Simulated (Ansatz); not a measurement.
Consider the formal exchange of groups at a B–F bond: `FB1O[SiH2]1` + `O/C=C(/F)I` → `OB1O[SiH2]1` + `F/C=C(/F)I`.

Gas-phase electronic energies from Ansatz, PBE0-D4/def2-TZVP geometries. CCSD(T)/CBS is the MP2 limit (def2-TZVPP, def2-QZVPP) plus CCSD(T) − MP2 in def2-TZVPP, frozen cores. Double bonds are as drawn, so ΔE can hold a change between cis and trans. Functionals use def2-TZVPP. def2 core potentials past Kr. For I outer-core shells are correlated without core-valence functions, which leaves a few kJ/mol of doubt a bond. One conformer a species, not always the lowest.

```csv
level,ΔE (kJ/mol),difference from CCSD(T)/CBS
PBE0-D4,35.8,-1.7
CAM-B3LYP-D4,33.0,-4.5
PBE-QIDH,37.6,0.1
PBE,34.9,-2.6
revPBE,33.5,-4.0
BHLYP,32.8,-4.7
LC-ωPBE,33.9,-3.6
HF/def2-SVP,30.9,-6.6
CCSD(T)/def2-SVP,33.6,-3.9
HF/CBS(def2),30.9,-6.6
CCSD(T)/CBS,37.5,0
```

Largest T1 diagnostic among the species: 0.015.

At CCSD(T), def2-SVP lies −3.9 kJ/mol from the extrapolated value and def2-TZVPP −2.3 kJ/mol. Leaving LDA and LC-ωPBE aside and taking each functional with its dispersion term where it has one, the values spread over 4.6 kJ/mol, from CAM-B3LYP-D4 to PBE-QIDH. LDA lies +3.4 kJ/mol from PBE without D4. In def2-TZVPP, CCSD(T) changes the Hartree–Fock value by +4.4 kJ/mol (the triples alone add +1.1 kJ/mol) and MP2 by +8.6 kJ/mol.
